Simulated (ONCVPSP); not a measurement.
**What one change does to a pseudopotential (Cr (Z = 24), ONCV)**

- Element: Cr
- Generator: ONCVPSP 4.0.1
- Type: optimised norm-conserving Vanderbilt (ONCV)
- Functional: PW91
- Relativity: scalar-relativistic
- Frozen core: [Ne]
- Valence charge: 14
- Reference configuration: 3s2 3p6 3d5 4s1
- Partial waves: 3s+4s: rc 1.20 bohr, ncon 4, nbas 8, qcut 11 1/bohr, 2 projectors; 3p: rc 1.25 bohr, ncon 4, nbas 7, qcut 8.6 1/bohr, 1 projector; 3d: rc 1.75 bohr, ncon 4, nbas 9, qcut 7.8 1/bohr, 3 projectors, debl 1.3 Ha
- Local potential: polynomial inside 0.75 bohr (lpopt 5, dvloc0 0 Ha)
- Core correction: polynomial model core, fcfact 0.25

Change: all radii but the core radius scaled by about 1.25 (s 1.50, p 1.56, d 2.18 bohr); local potential polynomial inside 0.94 bohr (lpopt 5, dvloc0 0 Ha).

Cutoffs: the cutoffs (Ha) at which the residual kinetic energy of the hardest occupied pseudo-wave falls to 1 and 0.1 mHa per electron; they do not see the model core or the augmentation charge, which bear on the density cutoff. Errors are all-electron minus pseudo energies relative to the spin-unpolarised reference configuration.

**Question.** How do hardness, ghosts and transferability respond?

**Answer.** The potential gets softer (40 Ha and 48 Ha → 32 Ha and 39 Ha); of the 3 tests that both files solve, the error grows in 3 and shrinks in 0 by more than 15 % and 0.3 meV (median size 5.6 → 9.6 meV); neither file shows a bound ghost. A larger radius leaves more room for a smooth pseudo-wave, so fewer plane waves are needed. More of the atom is replaced by a form fitted at one configuration, so other configurations suffer.

| quantity | base | changed |
| --- | --- | --- |
| cutoff, loose | 40 Ha | 32 Ha |
| cutoff, tight | 48 Ha | 39 Ha |
| loose cutoff by channel | s 40 Ha, p 26 Ha, d 26 Ha | s 32 Ha, p 25 Ha, d 22 Ha |
| bound ghosts | none | none |
| GHOST(+) flags under 300 eV | none | none |
| tests with a reliable result | 3 of 4 | 3 of 4 |
| error for 3s2 3p6 3d5 4s0, meV [ΔE 6.94 eV] | +5.6 | +9.6 |
| error for 3s2 3p6 3d4 4s0, meV [ΔE 23.06 eV] | +7.6 | +20 |
| error for 3s2 3p6 3d5 4s0.5, meV [ΔE 2.73 eV] | +1.4 | +2.4 |
| rms error of d²Exc/dni dnj with the model core, mHa | 0.48 | 1.10 |
